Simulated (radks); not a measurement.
Values are calculated unless marked as measured or tabulated.
Task: Species: Ta V. Configuration: [Xe] 4f14 5d1. Code: a radial shooting solver on a logarithmic mesh with Libxc functionals. Model: scalar-relativistic Kohn-Sham, PBEsol, spin-unpolarised, spherical densities, point nucleus. Some entries of the table are withheld. Estimate them.

| orbital | occ. | eigenvalue (eV) | <r> (bohr) | r(max) (bohr) |
|---|---|---|---|---|
| 1s | 2 | -67389.54 | 0.01866 | 0.01168 |
| 2s | 2 | -11613.78 | 0.07896 | 0.06686 |
| 2p | 6 | -10183.41 | 0.07058 | 0.05477 |
| 3s | 2 | -2692.903 | 0.2049 | 0.1887 |
| 3p | 6 | -2267.556 | 0.2049 | 0.1866 |
| 3d | 10 | -1771.267 | (1) | 0.1519 |
| 4s | 2 | (2) | 0.4589 | 0.4289 |
| 4p | 6 | -442.9190 | 0.4879 | 0.4496 |
| 4d | 10 | -264.4168 | 0.5232 | (3) |
| 5s | 2 | -114.9747 | 1.090 | 0.9862 |
| 5p | 6 | -80.6807 | 1.261 | 1.117 |
| 4f | 14 | -67.0266 | 0.6347 | 0.4410 |
| 5d | 1 | -41.1381 | 1.728 | 1.454 |

Result: 
(1) 3d <r> (bohr): 0.1856
(2) 4s eigenvalue (eV): -582.4363
(3) 4d r(max) (bohr): 0.4615
